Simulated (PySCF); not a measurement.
Bonds: C1-C2, C2-C3, C3-P4, C3-Si5, Si5-C6, Si5-C7, Si5-C8. C1 carries H9, H10; C2 carries H11; P4 carries H12; C6 carries H13, H14, H15; C7 carries H16, H17, H18; C8 carries H19, H20, H21.

Geometry: PBE0-D3(BJ)/def2-SVP; GIAO absolute shieldings from PySCF, gas phase, non-relativistic, averaged over equivalent atoms.

At wB97X-D/pcSseg-1 (215 basis functions, 85 s wall time on 1 thread of an Arm Neoverse N1, shared host):
```
                              atoms  σ (ppm)
                                 C3    -47.7
                                 C2     28.9
                                 C1     60.7
                           C6/C7/C8    183.8
                                 P4      5.3
                                Si5    356.5
                                H11    24.25
                                H12    24.30
                                H10    25.93
                                 H9    26.00
H13/H14/H15/H16/H17/H18/H19/H20/H21    31.09
```

Question: Predict the values at PBE0/pcSseg-1 on the same geometry.

Answer: 
| atoms | σ at PBE0/pcSseg-1 | change |
| --- | --- | --- |
| C3 | -42.7 | +5.0 |
| C2 | 28.0 | -0.9 |
| C1 | 61.4 | +0.7 |
| C6/C7/C8 | 183.6 | -0.2 |
| P4 | 14.1 | +8.8 |
| Si5 | 356.2 | -0.3 |
| H11 | 24.07 | -0.18 |
| H12 | 24.08 | -0.22 |
| H10 | 25.86 | -0.07 |
| H9 | 25.91 | -0.09 |
| H13/H14/H15/H16/H17/H18/H19/H20/H21 | 30.97 | -0.12 |

The largest change is at P4 (phosphorus bonded to C, H). Cost: 215 basis functions, 76 s wall time on 1 thread of an Arm Neoverse N1, shared host. The order of the carbon signals is the same at both levels.
